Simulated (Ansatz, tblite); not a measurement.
Removing and adding an electron: `Cc1csc(-c2sc(-c3sc(-c4sc(-c5sc(-c6sc(-c7sc(-c8sccc8C)cc7C)cc6C)cc5C)cc4C)cc3C)cc2C)c1`. The state is a singlet with charge 0. Geometry: PBE-D4/def2-SVP. Ansatz, gas phase; energy differences of separate SCF runs; the oxidised species was run as a doublet alone; the reduced species was run as a doublet alone.

```xyz
82

C     0.498   -7.534  -11.360
C     1.428   -7.993  -10.272
C     2.297   -9.068  -10.382
S     3.224   -9.323   -8.944
C     2.456   -7.964   -8.133
C     2.782   -7.578   -6.779
S     1.918   -6.226   -6.066
C     2.802   -6.353   -4.556
C     2.529   -5.435   -3.479
S     1.766   -3.896   -3.829
C     1.731   -3.437   -2.135
C     1.167   -2.197   -1.672
S     1.136   -1.891    0.056
C     0.358   -0.331   -0.149
C     0.016    0.515    0.963
S    -0.700    2.084    0.632
C    -0.836    2.473    2.338
C    -1.388    3.713    2.816
S    -1.478    3.968    4.551
C    -2.200    5.556    4.362
C    -2.547    6.390    5.484
S    -3.105    8.026    5.173
C    -3.334    8.356    6.877
C    -3.837    9.641    7.309
S    -4.827   10.598    6.221
C    -4.974   11.874    7.376
C    -4.308   11.574    8.547
C    -3.649   10.305    8.531
C    -2.835    9.778    9.678
C    -2.962    7.243    7.630
C    -2.516    6.131    6.866
C    -2.082    4.833    7.486
C    -2.349    5.841    3.002
C    -1.901    4.825    2.122
C    -1.979    4.938    0.627
C    -0.336    1.412    3.098
C     0.145    0.310    2.350
C     0.719   -0.924    2.985
C     0.152   -0.091   -1.511
C     0.595   -1.121   -2.378
C     0.460   -1.056   -3.872
C     2.315   -4.450   -1.367
C     2.766   -5.576   -2.100
C     3.391   -6.781   -1.458
C     3.702   -7.418   -4.626
C     3.702   -8.115   -5.865
C     4.603   -9.285   -6.143
C     1.526   -7.374   -8.990
H     0.708   -6.484  -11.652
H     0.589   -8.163  -12.266
H    -0.561   -7.570  -11.026
H     2.442   -9.730  -11.245
H    -5.547   12.776    7.128
H    -4.275   12.255    9.410
H    -2.533   10.600   10.355
H    -1.919    9.264    9.325
H    -3.405    9.044   10.288
H    -3.049    7.209    8.723
H    -2.657    3.971    7.087
H    -1.010    4.619    7.290
H    -2.224    4.857    8.583
H    -2.787    6.785    2.645
H    -2.422    5.908    0.329
H    -0.976    4.864    0.155
H    -2.599    4.131    0.183
H    -0.318    1.434    4.197
H     0.679   -0.850    4.089
H     0.166   -1.839    2.684
H     1.779   -1.083    2.695
H    -0.325    0.828   -1.881
H    -0.007   -0.102   -4.183
H    -0.168   -1.884   -4.265
H     1.444   -1.134   -4.380
H     2.403   -4.379   -0.274
H     4.492   -6.806   -1.609
H     2.985   -7.723   -1.880
H     3.209   -6.784   -0.365
H     4.386   -7.676   -3.809
H     5.243   -9.503   -5.266
H     5.269   -9.098   -7.011
H     4.025  -10.205   -6.378
H     0.923   -6.503   -8.693
```

The xTB rows come from tblite. Single mean-field runs in def2-SVP are fitted with def2-universal-jkfit.

```json
{"level": "GFN1-xTB", "−HOMO (eV)": "9.93", "vertical IE (eV)": "11.12", "−LUMO (eV)": "8.60", "vertical EA (eV)": "7.40", "HOMO–LUMO gap (eV)": "1.33", "IE − EA (eV)": "3.72"}
{"level": "GFN2-xTB", "−HOMO (eV)": "9.25", "vertical IE (eV)": "10.42", "−LUMO (eV)": "7.95", "vertical EA (eV)": "6.80", "HOMO–LUMO gap (eV)": "1.29", "IE − EA (eV)": "3.62"}
{"level": "PBE-D4/def2-SVP", "−HOMO (eV)": "4.11", "vertical IE (eV)": "5.32", "−LUMO (eV)": "2.71", "vertical EA (eV)": "1.62", "HOMO–LUMO gap (eV)": "1.40", "IE − EA (eV)": "3.70"}
{"level": "PBE0-D4/def2-SVP", "−HOMO (eV)": "4.83", "vertical IE (eV)": "5.66", "−LUMO (eV)": "2.26", "vertical EA (eV)": "1.52", "HOMO–LUMO gap (eV)": "2.57", "IE − EA (eV)": "4.14"}
```

   Raw xTB energy differences between charge states are shifted by several eV; the methods need an empirical correction for them. Sets without diffuse functions give affinities that are too small.
